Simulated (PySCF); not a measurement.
# Structure elucidation problem

An unknown has the formula C$_{11}$H$_{10}$. Its calculated NMR data are:

¹H NMR (400 MHz, computed): δ 7.80 (d, 2H), 7.63 (m, 2H), 7.56 (m, 1H), 5.76 (m, 1H), 5.69 (m, 1H), 2.11 (s, 3H).

¹³C{¹H} NMR (computed): δ 138.8 (CH), 134.9 (C), 133.8 (CH), 133.5 (CH), 129.9 (CH2), 128.2 (C), 100.5 (C), 100.3 (C), 26.9 (CH3).

Method: geometry: GFN2-xTB, σ from GIAO-PBE0/pcSseg-1, in PySCF 2.14 (one conformer, rapidly exchanging positions averaged, gas phase, relativity neglected).

Shifts are taken against calculated references (same method and geometry level): ¹H and ¹³C against TMS.

Q: Which of these isomers gave the spectra?
A. C1=CCC(c2ccccc2)=C1
B. C=C1C=Cc2ccc(C)cc21
C. CC#Cc1ccc2c(c1)CC2
D. Cc1cccc2ccccc12
E. C=C(C)C#Cc1ccccc1

A: E. 

- Rings plus π bonds: 7 (1 ring in the answer).
- 9 carbon signals for 11 carbons: some carbons are equivalent by symmetry or fast rotation.
- Carbon types of the structure: 4 × C, 5 × CH, 1 × CH2, 1 × CH3, which accounts for all hydrogens.
- δC 138.8, 133.8, 133.5: aromatic CH; the aromatic region.
- δC 134.9: fully substituted alkene carbon; an sp2 carbon of a C=C bond.
- δC 129.9: terminal =CH2 carbon; the olefinic region.
- δC 128.2: substituted aromatic carbon.
- δC 100.5, 100.3: alkyne carbon; the triple bond shields along its axis, which puts it between sp3 and sp2 carbons.

The others: C=C1C=Cc2ccc(C)cc21 would give 11 carbon signals, not 9; CC#Cc1ccc2c(c1)CC2 would give 11 carbon signals, not 9; Cc1cccc2ccccc12 would give 11 carbon signals, not 9; C1=CCC(c2ccccc2)=C1 would give 7 signals for carbon-bound and other non-exchanging H, not 6.

Shifts are as computed. Against solution values, carbons near 30 ppm lie about +3 ppm off and those near 130 ppm about +5 ppm. Of 1211 compounds with measured shifts, 218 miss one by over three times the rms of a fit or turn the order of signals round; such compounds aren't used in these exercises. No couplings were computed; multiplicities are counted from neighbouring protons, with m where these are inequivalent, close in shift, in a saturated or five-membered ring or joined by F or P, and br s for small geminal =CH2 splittings.
